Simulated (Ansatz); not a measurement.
Reactions of C$_{2}$H$_{3}$AlO$_{2}$ (`O=[C]1[CH2][Al]1[OH]`).

Isolated molecules relaxed with PBE0-D4/def2-TZVP in Ansatz; ΔE leaves out vibrations. CBS: MP2 limit from def2 TZ/QZ plus the TZ coupled-cluster correction, frozen cores. This one scheme is used for every species, atoms too. DFT in def2-TZVPP. Open shells (•) are unrestricted, without spin–orbit coupling. Spin–orbit coupling would lower the free atoms: a little for Al, C, O. One conformer a species, not always the lowest.

| reaction | HF/CBS(def2) (kcal/mol) | PBE0-D4 (kcal/mol) | ωB97M-V (kcal/mol) |
| --- | --- | --- | --- |
| `O=[C]1[CH2][Al]1[OH]` + H₂ → `O=[C]1[CH2][AlH]1` + H₂O | 25.4 | 26.9 | 28.7 |
| `O=[C]1[CH2][Al]1[OH]` → Al• + 2 C• + 3 H• + 2 O• | 508.8 | 766.1 | 765.2 |
| `O=[C]1[CH2][Al]1[OH]` → `C#[C][Al]([OH])[OH]` | -74.3 | -48.8 | -57.7 |
| `O=[C]1[CH2][Al]1[OH]` → `C=[C]1[O][Al]1[OH]` | -24.4 | -15.4 | -19.0 |
| `O=[C]1[CH2][Al]1[OH]` + `O[SiH](Cl)Cl` → `O=[C]1[CH2][AlH]1` + `O[Si](O)(Cl)Cl` | 5.7 | 6.9 | 7.0 |

Question: Give the CCSD(T)/CBS values in the same order. (Estimate.)

Answer: Computed: 28.6, 763.8, -61.8, -19.6, 7.8 kcal/mol.

Largest T1 diagnostic: 0.021, for `O=[C]1[CH2][AlH]1`.
